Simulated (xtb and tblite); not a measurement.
Internal rotation in C₁₁H₉NSe, SMILES C(=Cc1ccc[se]1)c1ccccn1. Scanned: dihedral C2–C1–C8–N13 and dihedral C1–C2–C3–Se7; all other coordinates were relaxed at GFN2-xTB. Points at φ and −φ are mirror images.

Atom numbering (GFN2-xTB optimised geometry, Å):
```
22

C     -0.2070    -0.5266     0.0932
C      0.8471     0.2705    -0.1485
C      2.2042    -0.1669    -0.2240
C      3.2997     0.6238    -0.4694
C      4.5389    -0.0462    -0.4944
C      4.4659    -1.3850    -0.2703
Se     2.7302    -1.9643     0.0097
C     -1.5712    -0.0528     0.1631
C     -2.6227    -0.9421     0.4195
C     -3.9142    -0.4557     0.4798
C     -4.1285     0.9008     0.2839
C     -3.0234     1.7039     0.0357
N     -1.7886     1.2528    -0.0242
H     -0.0532    -1.5904     0.2482
H      0.6699     1.3271    -0.3003
H      3.2109     1.6852    -0.6308
H      5.4700     0.4642    -0.6764
H      5.2881    -2.0773    -0.2469
H     -2.4171    -1.9919     0.5669
H     -4.7431    -1.1211     0.6763
H     -5.1206     1.3227     0.3224
H     -3.1354     2.7693    -0.1241
```

Computed with GFN2-xTB in xtb and tblite.

Energy in kcal/mol above the lowest grid point; x is the dihedral C2–C1–C8–N13 (°), y the dihedral C1–C2–C3–Se7 (°).

```csv
y \ x,-150,-120,-90,-60,-30,0,30,60,90,120,150,180
180,2.9,5.5,7.6,5.8,2.6,1.4,2.6,5.8,7.6,5.5,2.9,2.3
150,3.8,6.2,8.2,6.6,3.5,2.3,3.5,6.6,8.4,6.3,3.8,3.2
120,6.4,8.5,10.4,8.9,6.1,5.0,6.1,8.9,10.6,8.8,6.5,5.9
90,8.5,10.4,12.1,10.6,8.1,7.1,8.1,10.8,12.3,10.6,8.6,8.1
60,6.3,8.5,10.2,8.5,5.8,4.8,6.0,8.8,10.4,8.5,6.4,5.8
30,3.0,5.5,7.4,5.5,2.5,1.3,2.7,5.8,7.5,5.5,3.1,2.4
0,1.8,4.3,6.3,4.5,1.3,0.0,1.3,4.5,6.3,4.3,1.8,1.1
-30,3.1,5.5,7.5,5.8,2.7,1.3,2.5,5.5,7.4,5.5,3.0,2.4
-60,6.4,8.5,10.4,8.8,6.0,4.8,5.8,8.5,10.2,8.5,6.3,5.8
-90,8.6,10.6,12.3,10.8,8.1,7.1,8.1,10.6,12.1,10.4,8.5,8.1
-120,6.5,8.8,10.6,8.9,6.1,5.0,6.1,8.9,10.4,8.5,6.4,5.9
-150,3.8,6.3,8.4,6.6,3.5,2.3,3.5,6.6,8.2,6.2,3.8,3.2
```

Points that lie below all their neighbours on the grid: x = 0, y = 0 (0.0 kcal/mol); x = 180, y = 0 (1.1 kcal/mol); x = 0, y = 180 (1.4 kcal/mol); x = 180, y = 180 (2.3 kcal/mol). The lowest path on the grid from the first to the second passes x = -90, y = 0 at 6.3 kcal/mol.
